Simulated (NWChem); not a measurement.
System: CF2, singlet; SMILES F[C]F

The following NWChem deck was run.

```
start job
memory heap 200 mb stack 900 mb global 1100 mb
geometry units angstroms noautoz
  F      1.023701     0.000000    -0.197087
  C      0.000000     0.000000     0.591031
  F     -1.023701     0.000000    -0.197087
end
basis spherical
  F library def2-svp
  C library def2-svp
end
dft
  xc xwpbe 1.00 cpbe96 1.0 hfexch 1.00
  cam 0.05 cam_alpha 0.0 cam_beta 1.0
  iterations 150
  vectors input atomic output neutral.movecs
end
task dft energy
charge 1
dft
  odft
  mult 2
  vectors input atomic output cation.movecs
end
task dft energy
```

Excerpt of the output:

```
             Northwest Computational Chemistry Package (NWChem) 7.3.0
             --------------------------------------------------------

 C2V symmetry detected

                             Geometry "geometry" -> ""
                             -------------------------

 Output coordinates in angstroms (scale by  1.889725989 to convert to a.u.)

  No.       Tag          Charge          X              Y              Z
 ---- ---------------- ---------- -------------- -------------- --------------
    1 F                    9.0000     1.02370100     0.00000000    -0.19702950
    2 C                    6.0000     0.00000000     0.00000000     0.59108850
    3 F                    9.0000    -1.02370100     0.00000000    -0.19702950

 Effective nuclear repulsion energy (a.u.)      65.1723736850

      Symmetry information
      --------------------

 Group name             C2v
 Group number             16
 Group order               4
 No. of unique centers     2

  pbe96 is a nonlocal functional; adding pw91lda local functional.

                                 NWChem DFT Module
                                 -----------------

 Summary of "ao basis" -> "ao basis" (spherical)
 ------------------------------------------------------------------------------
       Tag                 Description            Shells   Functions and Types
 ---------------- ------------------------------  ------  ---------------------
 F                          def2-svp                 6       14   3s2p1d
 C                          def2-svp                 6       14   3s2p1d

      Symmetry analysis of basis
      --------------------------

        a1         17
        a2          5
        b1         13
        b2          7

            General Information
            -------------------
          SCF calculation type: DFT
          Wavefunction type:  closed shell.
          No. of atoms     :     3
          No. of electrons :    24
           Alpha electrons :    12
            Beta electrons :    12
          Charge           :     0
          Spin multiplicity:     1
          Use of symmetry is: on ; symmetry adaption is: on
          Maximum number of iterations: 150
          AO basis - number of functions:    42
                     number of shells:    18
          Convergence on energy requested:  1.00D-06
          Convergence on density requested:  1.00D-05
          Convergence on gradient requested:  5.00D-04

              XC Information
              --------------
                     Hartree-Fock (Exact) Exchange  1.000
                     LC-wPBE(h)Exchange Functional  1.000
            Perdew 1991 LDA Correlation Functional  1.000 local
           PerdewBurkeErnz. Correlation Functional  1.000 non-local

           Range-Separation Parameters
           ---------------------------
           Alpha           :  0.00
           Beta            :  1.00
           Gamma           :  0.05
           Short-Range HF  :     F

             Grid Information
             ----------------
          Grid used for XC integration:  medium
          Radial quadrature: Mura-Knowles
          Angular quadrature: Lebedev.
          Tag              B.-S. Rad. Rad. Pts. Rad. Cut. Ang. Pts.
          ---              ---------- --------- --------- ---------
          F                   0.50       49           6.0       434
          C                   0.70       49           5.0       434
          Grid pruning is: on
          Number of quadrature shells:    98
          Spatial weights used:  Erf1

      Superposition of Atomic Density Guess
      -------------------------------------

 Sum of atomic energies:        -236.20983326

      Non-variational initial energy
      ------------------------------

 Total energy =    -236.810355
 1-e energy   =    -458.079001
 2-e energy   =     156.096272
 HOMO         =      -0.283927
 LUMO         =       0.013178

      Symmetry analysis of molecular orbitals - initial
      -------------------------------------------------

  Numbering of irreducible representations:

     1 a1          2 a2          3 b1          4 b2

  Orbital symmetries:

     1 a1          2 b1          3 a1          4 a1          5 b1
     6 a1          7 b1          8 a1          9 b2         10 a2
    11 b1         12 a1         13 b2         14 b1         15 a1
    16 a1         17 b2         18 a1         19 b1         20 a1
    21 b1         22 a1

   convergence    iter        energy       DeltaE   RMS-Dens  Diis-err
 ---------------- ----- ----------------- --------- --------- ---------
 d= 0,ls=0.0,diis     1   -237.1829575465 -3.02D+02  3.06D-02  8.56D-01
 d= 0,ls=0.0,diis     2   -237.0177847463  1.65D-01  1.86D-02  2.95D+00
 d= 0,ls=0.0,diis     3   -237.2806385780 -2.63D-01  2.88D-03  3.72D-02
 d= 0,ls=0.0,diis     4   -237.2832980271 -2.66D-03  7.10D-04  2.62D-03
 d= 0,ls=0.0,diis     5   -237.2835045439 -2.07D-04  1.10D-04  2.02D-05
  Resetting Diis
 d= 0,ls=0.0,diis     6   -237.2835069559 -2.41D-06  4.62D-06  1.25D-07
 d= 0,ls=0.0,diis     7   -237.2835069660 -1.01D-08  5.88D-07  5.86D-10

         Total DFT energy =     -237.283506966012
      One electron energy =     -457.719492193457
           Coulomb energy =      181.258765807073
    Exchange-Corr. energy =      -25.995154264601
 Nuclear repulsion energy =       65.172373684973

 Numeric. integr. density =       23.999995852292

                  Occupations of the irreducible representations
                  ----------------------------------------------

                     irrep           alpha         beta
                     --------     --------     --------
                     a1                6.0          6.0
                     a2                1.0          1.0
                     b1                4.0          4.0
                     b2                1.0          1.0

                       DFT Final Molecular Orbital Analysis
                       ------------------------------------

[...]
```

Level: LC-wPBE (HJS exchange hole, range parameter 0.05 per bohr)/def2-SVP, vertical spin-unrestricted ions. Low-valent species are run as closed-shell singlets; no triplet was tried in these runs. Coordinates come from a PBE0/def2-SVP optimisation.
